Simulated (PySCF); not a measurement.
Compound: para-cyanophenol, C7H5NO.
Numbering: `[N:1]#[C:2][c:3]1[cH:4][cH:5][c:6]([OH:7])[cH:8][cH:9]1` (hydrogens: H10 on C4; H11 on C5; H12 on O7; H13 on C8; H14 on C9)

Computed geometry: GFN2-xTB, gas phase.

**Question.** List the bond lengths, angles and torsions at this level.

**Answer.** 
```tsv
bond	length (Å)	order
N1≡C2	1.147	triple
C2–C3	1.412	single
C3–C4, C3–C9	1.396	aromatic
C4–C5, C8–C9	1.378	aromatic
C5–C6, C6–C8	1.394	aromatic
C6–O7	1.353	single
C4–H10, C9–H14	1.080	single
C5–H11, C8–H13	1.080	single
O7–H12	0.965	single
```

Bonds in one row agree within 0.01 Å and their mean is given. Orders are formal, as drawn. A selection of angles:
```tsv
angle	degrees
N1–C2–C3	179.8
C2–C3–C4	120.2
C4–C3–C9	119.8
C3–C4–C5	120.1
C4–C5–C6	120.2
C5–C6–O7	118.0
C5–C6–C8	119.8
O7–C6–C8	122.2
H12–O7–C6	110.4
```

Torsions: H12–O7–C6–C5 180° (antiperiplanar).

The 6-membered ring C3–C4–C5–C6–C8–C9 has internal angles of 119.8° to 120.2° (sum 720°, against 720° for a flat polygon); it is planar, 0.00 Å rms from its mean plane, widest ring torsion 0°. The 7 C–C bonds span 1.377 Å (C4–C5, aromatic) to 1.412 Å (C2–C3, drawn single), a spread of 0.035 Å. Of the pairs four or more bonds apart, H12···H13 is among the closest relative to their van der Waals radii: 2.28 Å, 95 % of the sum of Bondi's values. O7 (phenol-type oxygen) is bent (angle 110.4°). The 9 heavy atoms lie in one plane (0.000 Å rms).

Point group: Cs (every atom within 0.08 Å of its image). Not checked by GFN2-xTB frequencies. The numbers are those of one conformer (C5–C6–O7–H 180°).
